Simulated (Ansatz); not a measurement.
The cluster Be12⁺, relaxed as a doublet with UKS PBE0/def2-SVP in Ansatz, starting from the GFN2-xTB geometry. Force threshold 0.02 eV/Å.

The relaxation made no stability test and no search for a lower SCF solution. Another isomer (doublet) lies 0.24 eV lower at PBE0/def2-TZVP; other spin states weren't run for this one.

Start:

```xyz
12

Be    0.828    0.347    1.624
Be    1.103   -0.423   -1.496
Be   -0.090    1.765    0.539
Be   -2.616   -2.188   -0.673
Be   -0.834   -1.378   -1.100
Be    1.343    1.528   -1.042
Be    1.885    1.859    0.853
Be   -2.877   -1.121    0.968
Be   -1.134   -0.051    0.896
Be   -0.497    0.644   -0.962
Be    2.285    0.072    0.060
Be    0.604   -1.054    0.333
```

Problem. Estimate the energy that the relaxation releases and the steps that it takes.

Solution. 74.4 kcal/mol, in 38 steps; 2.3 min on 4 threads of Arm Neoverse V2 on a shared host. The force fell under the threshold at step 12, but the optimiser went on and released 1.784 eV more. No frequencies were taken in this run, so the end may be a saddle point.

Problem. Does the start keep its bonding and symmetry?

Solution. Bonds lost: Be5–Be10, Be9–Be10 (atoms count from 1). Bonds formed: Be3–Be8, Be4–Be10, Be5–Be8, Be8–Be10 (atoms count from 1). Point group Cs at the start, C2 at the end, both within 0.05 Å.

Problem. Predict the relaxed structure.

Solution. 
```xyz
12

Be    1.271    0.428    1.758
Be    0.419   -0.648   -1.173
Be   -0.536    1.197    0.503
Be   -1.870   -1.245   -1.563
Be   -0.924   -2.000    0.161
Be    0.734    1.446   -1.227
Be    1.682    2.091    0.531
Be   -2.190   -0.307    0.193
Be   -0.611   -0.544    1.700
Be   -1.215    0.745   -1.452
Be    2.202    0.255   -0.128
Be    1.039   -1.416    0.695
```
Bond lengths (bridged metal pairs left out): 26 × Be–Be 2.02 to 2.26 Å.
